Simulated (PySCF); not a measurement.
# Working out the ionisation energy of Ge⁺

Ge⁺ [Ar] 3d10 4s2 4p1 (2P) → Ge²⁺ [Ar] 3d10 4s2 (1S). Calculation: PySCF 2.14, in cc-pVDZ-PP with ECP10MDF (4s3p2d, 23 functions); scalar relativity through the core potential. Frozen: 3s2 3p6 3d10. Energies in hartree (1 hartree = 27.21139 eV):

| part | Ge⁺ (lower) | Ge²⁺ (upper) |
| --- | --- | --- |
| UHF | -293.068840 | -292.509595 |
| CCSD correlation | -0.045922 | -0.037570 |
| (T) | -0.000423 | 0.000000 |

**Question.** What does Hartree-Fock give?

**Answer.** (-292.509595) − (-293.068840) = 0.559245 hartree = 15.218 eV.

**Question.** What do CCSD and CCSD(T) give?

**Answer.** The CCSD correlation energies differ by 0.008352 hartree = 0.227 eV and the triples by 0.000423 hartree = 0.012 eV, so CCSD gives 15.445 eV and CCSD(T) 15.457 eV.

Measured between the centres of the two terms (NIST): 15.789 eV, so CCSD(T) (valence) is off by -0.332 eV.

A double-zeta basis recovers only part of the correlation energy.

What remains against the reference includes basis incompleteness, the frozen core and higher excitations.
